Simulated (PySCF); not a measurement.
A geometry optimisation on C8H20Cl2Ga2.

Computed with PBE0-D3(BJ)/def2-SVP geometry optimisation, gas phase (PySCF 2.14.0). Start geometry: GFN2-xTB. The command runs a driver script over a list of jobs; the input below is this job's line of settings and its coordinates in Å.

Command:
```bash
OMP_NUM_THREADS=2 python probes_run.py task.json out
```

Input:
```
{"job": {"xc": "PBE0", "basis": "def2-SVP", "d3": "d3bj", "grid": 1, "maxiter": 40, "shake": 0.03, "kind": "geom"}, "charge": 0, "multiplicity": 1}
Ga    -0.236530    -1.876440    -0.524780
C     -2.209880    -2.420910    -1.074300
C     -3.287530    -1.287930    -1.157310
C      1.521610    -2.894140    -0.252240
C      2.673420    -2.057990    -0.166020
Cl     0.275980     0.141770    -1.732790
Ga     0.427730     1.512640     0.166710
C      2.416470     1.794500     0.702020
C      2.588570     1.544630     2.271820
C     -1.092600     2.927360     0.002240
C     -2.504830     2.358480    -0.278580
Cl    -0.419350    -0.343820     1.320030
H     -2.604350    -3.137620    -0.376660
H     -2.185260    -2.902060    -2.020100
H     -2.955820    -0.575290    -1.881250
H     -4.211500    -1.630100    -1.373070
H     -3.302900    -0.744880    -0.173280
H      1.511060    -3.608100    -1.038850
H      1.294520    -3.511150     0.684890
H      2.793400    -1.489800    -1.056410
H      3.506950    -2.647300     0.063350
H      2.592880    -1.358180     0.632930
H      3.048740     1.159670     0.066900
H      2.646450     2.818090     0.459710
H      3.685850     1.657270     2.493190
H      2.298670     0.546740     2.482250
H      1.965580     2.149340     2.862030
H     -1.085060     3.565780     0.918860
H     -0.785270     3.594470    -0.864710
H     -2.500640     1.822230    -1.268350
H     -3.226990     3.159550    -0.408050
H     -2.783530     1.684990     0.461400
```

Estimate the output.

```
step   0  E = -5084.94442707  max force = 0.095008
step   1  E = -5084.99189895  max force = 0.028383
step   2  E = -5084.99796400  max force = 0.006907
step   3  E = -5084.99874981  max force = 0.003609
step   4  E = -5084.99893148  max force = 0.002110
step   5  E = -5084.99906792  max force = 0.001296
step   6  E = -5084.99916913  max force = 0.000579
step   7  E = -5084.99922632  max force = 0.000598
step   8  E = -5084.99928159  max force = 0.000924
step   9  E = -5084.99931423  max force = 0.000782
step  10  E = -5084.99933190  max force = 0.000405
step  11  E = -5084.99934047  max force = 0.000299
optimisation converged
```

Energies in Eh; «max force» is the largest Cartesian gradient component in Eh/bohr.

How much energy does the optimisation release, in eV?

E(step 0) − E(last step) = 0.054913 Eh, which is 1.494 eV.

Give the first gradient maximum in eV/Å.

With 1 Eh/bohr = 51.422 eV/Å, 4.886 eV/Å.

Main results: final energy -5084.99934 Eh after 11 steps; dipole 0.44 D.

Hardware: 2 threads, Intel Xeon Platinum 8259CL at 2.50 GHz (x86_64) (shared host). Cost: 17 min wall, 36 min CPU, 3.5 GiB resident at most.
Labels such as C1 count atoms from 1, the log's own numbers from 0.
